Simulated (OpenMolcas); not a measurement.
## Co²⁺: effect of the active space

```
Program             : OpenMolcas
Method              : SS-CASPT2, IPEA 0.25 Eh, imaginary shift 0.1 Eh
Basis               : ANO-L-VTZP
Scalar Hamiltonian  : non-relativistic, point nucleus
Spin-orbit coupling : RASSI with atomic mean-field integrals over the reference wave functions, term energies averaged over their components
```

A. 7 electrons in 5 orbitals (3d); 2S+1 = 4 even, 10 roots; 2S+1 = 2 even, 40 roots; closed shells correlated: 3s 3p; CASPT2 step about 6 core-seconds
B. 7 electrons in 6 orbitals (3d 4s); 2S+1 = 4 even, 50 roots; 2S+1 = 6 even, 5 roots kept (CI in the orbitals of an earlier block); 2S+1 = 2 even, 103 roots kept (CI in the orbitals of an earlier block); closed shells correlated: 3s 3p; CASPT2 step roughly 28 core-seconds

Energies in cm-1 above 3d7 4F 9/2, the measured ground level; measured values from Sugar and Corliss, J. Phys. Chem. Ref. Data 10, 1097 (1981).

```csv
Level,A,B,Measured
3d7 4F 9/2,0.0,0.0,0.0
3d7 4F 7/2,849,923,841
3d7 4F 5/2,1471,1594,1451
3d7 4F 3/2,1896,2050,1867
3d7 4P 5/2,15980,15570,15202
3d7 4P 3/2,16280,15750,15428
3d7 4P 1/2,16670,16270,15811
3d7 2G 9/2,16800,16830,16978
3d7 2G 7/2,17610,17700,17766
3d7 2P 3/2 [75 %],22030,19680,20195
3d7 2H 11/2,22650,23090,22720
3d7 2P 1/2,23060,20410,
3d7 2D 5/2(1),23270,22990,23059
3d7 2H 9/2,23370,23870,23434
3d7 2D 3/2(1),24710,24260,24237
3d7 2F 5/2,37660,36990,37021
3d7 2F 7/2,38020,37390,37316
3d7 2D 3/2(2),59300,57600,
3d7 2D 5/2(2),59700,58050,
```

Deviations, from unrounded energies. A percentage is the sum of absolute deviations over the sum of measured energies, with the sign that they share, or ± where signs differ.

```csv
Against measurement,Levels,A,B
mean absolute deviation (cm-1),15,460,220
fine structure of the ground term (%),3,+1.4,+9.8
other terms of the ground configuration (%),12,±2.5,±1.1
```

B lies closest to measurement on these levels. The largest miss of B in the table is 3d7 2P 3/2 [75 %], by -510 cm-1. The ranking rests on the paired levels alone, and a cruder setting can come out closer through cancelling errors.

The two smallest mean deviations differ by little beside CASPT2's spread within terms, so their order carries little weight.

Between A and B the level of the table that moves most is 3d7 2P 1/2, by 2700 cm-1 (lowest in B, highest in A). Moves below CASPT2's spread within the term are not significant.

Term energies are means over components that CASPT2 splits; among the terms shown or strongly mixed into the levels shown the widest spread is 1100 cm-1 (3d7 2H, A). The CASPT2 spread within a term exceeds the gap to the next term for 3d7 2P and 3d7 2H, 3d7 2H and 3d7 2D(1), so the order of their levels is uncertain (figures for A; the like holds for B). Some levels mix across a computed gap that differs much from the measured one, so their mixing is not that of the real levels (holds for A). Terms from blocks run as CI alone lack orbitals of their own (holds for B). Measured partners are found by configuration, term and J. A level has none where our copy of the source lacks it or the pairing is in doubt (some pairs that miss far off the trend of their configuration count as doubtful), and it then counts in no deviation. Levels of configurations outside the active space are missing. The table leaves out levels that lie high or whose names do not pair safely across all columns.

A share in square brackets marks a mixed level and gives the weight of the term that names it, the lowest over the columns. A number in round brackets counts repeated terms of one configuration in the order of the reference energies.
